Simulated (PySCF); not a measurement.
C2H3BFNO2, SMILES COB(F)N=C=O.

Geometry optimised at r2SCAN-D4/def2-SVP. This is a generated structure with no PubChem entry under its InChIKey; it may be hypothetical. One conformer was computed; it need not be the lowest.

Calculation: TDDFT-PBE/def2-SVPD (PySCF).

Vertical excitations. Isolated molecule, no solvent. State labels are in the subgroup Cs.

```json
[
 {"state": "S1", "symmetry": "A\"", "energy (eV)": "6.49", "λ (nm)": "191", "f": "0.000", "main pairs": "HOMO−1→LUMO 99 %"},
 {"state": "S2", "symmetry": "A'", "energy (eV)": "6.79", "λ (nm)": "183", "f": "0.142", "main pairs": "HOMO→LUMO 84 %"},
 {"state": "S3", "symmetry": "A\"", "energy (eV)": "6.93", "λ (nm)": "179", "f": "0.003", "main pairs": "HOMO→LUMO+1 97 %"},
 {"state": "S4", "symmetry": "A\"", "energy (eV)": "7.00", "λ (nm)": "177", "f": "0.001", "main pairs": "HOMO−2→LUMO 98 %"},
 {"state": "S5", "symmetry": "A'", "energy (eV)": "7.29", "λ (nm)": "170", "f": "0.051", "main pairs": "HOMO−1→LUMO+1 55 %, HOMO−3→LUMO 34 %"},
 {"state": "S6", "symmetry": "A\"", "energy (eV)": "7.34", "λ (nm)": "169", "f": "0.001", "main pairs": "HOMO→LUMO+2 99 %"},
 {"state": "S7", "symmetry": "A'", "energy (eV)": "7.44", "λ (nm)": "167", "f": "0.015", "main pairs": "HOMO−3→LUMO 45 %, HOMO−1→LUMO+2 44 %, HOMO−1→LUMO+1 8 %"},
 {"state": "S8", "symmetry": "A'", "energy (eV)": "7.66", "λ (nm)": "162", "f": "0.003", "main pairs": "HOMO−2→LUMO+1 99 %"},
 {"state": "S9", "symmetry": "A\"", "energy (eV)": "7.69", "λ (nm)": "161", "f": "0.001", "main pairs": "HOMO−3→LUMO+1 99 %"},
 {"state": "S10", "symmetry": "A\"", "energy (eV)": "8.02", "λ (nm)": "155", "f": "0.013", "main pairs": "HOMO→LUMO+3 98 %"},
 {"state": "T1", "symmetry": "A'", "energy (eV)": "5.87", "λ (nm)": "211", "f": "0", "main pairs": "HOMO→LUMO 97 %"},
 {"state": "T2", "symmetry": "A\"", "energy (eV)": "6.24", "λ (nm)": "199", "f": "0", "main pairs": "HOMO−1→LUMO 94 %"},
 {"state": "T3", "symmetry": "A'", "energy (eV)": "6.50", "λ (nm)": "191", "f": "0", "main pairs": "HOMO−3→LUMO 65 %, HOMO−1→LUMO+1 21 %"},
 {"state": "T4", "symmetry": "A'", "energy (eV)": "6.65", "λ (nm)": "186", "f": "0", "main pairs": "HOMO−1→LUMO+1 52 %, HOMO−3→LUMO 32 %, HOMO−1→LUMO+2 15 %"}
]
```
Triplets are in the Tamm–Dancoff approximation, which puts them higher than full response would, so one can lie above its singlet here.
